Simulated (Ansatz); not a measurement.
A search over several starts for the lowest SCF solution of In(CO)H3 (CH3InO) at the given spin, in a small basis.

```yaml
crystal:
  periodic: [false, false, false]
  atoms:
    - {symbol: In, position_ang: [-0.014666, -0.001494, -0.980408]}
    - {symbol: C, position_ang: [0.016579, 0.011738, 1.543180]}
    - {symbol: O, position_ang: [0.041871, 0.001361, 2.676556]}
    - {symbol: H, position_ang: [1.719850, 0.001573, -1.088839]}
    - {symbol: H, position_ang: [-0.887362, 1.495793, -1.098347]}
    - {symbol: H, position_ang: [-0.876273, -1.508982, -1.052142]}
basis:
  gaussian: {orbitals: def2-SVP, initial_orbitals: start.molden}
hamiltonian: {xc: pbe0, dispersion: d4}
output: {orbitals: {seedname: orbitals}}
```

The file start.molden holds the orbitals of an earlier run on this structure, at another level or in another basis.

```sh
$ ansatz run in.yaml --threads 4 --pin off --events-out ev --progress --plain --max-ram 3916MiB
```

Shortened log:

```
Functional definition: PBE0
766 factors; integrals over basis functions are off by at most 9.8e-4 eV
mean field evaluation 1: about -8298.5608 eV, gradient 3.4e1 eV
mean field evaluation 2: about -8298.8795 eV, gradient 4.8e-1 eV
mean field evaluation 4: about -8298.9962 eV, gradient 5.1e-3 eV
mean field evaluation 8: about -8297.5341 eV, gradient 2.6e1 eV
mean field evaluation 16: about -8298.9962 eV, gradient 1.3e-2 eV
mean field -8298.99621725 eV, -304.9824857224 hartree, gradient 2.4e-5 eV, S^2 0.000000; 1 other end points of the search recorded, 0 dependent functions left out
reference -8298.99625100 eV, -304.9824869627 hartree; 19, 19 occupied and 50, 50 virtual orbitals, 766 factors
Total energy: -8299.07021705 eV, -304.9852051648 hartree
```

It took 0.75 s on 4 threads of AMD EPYC 7B13 on a shared host.

In the def2 sets In takes a core potential; there is no spin–orbit coupling.
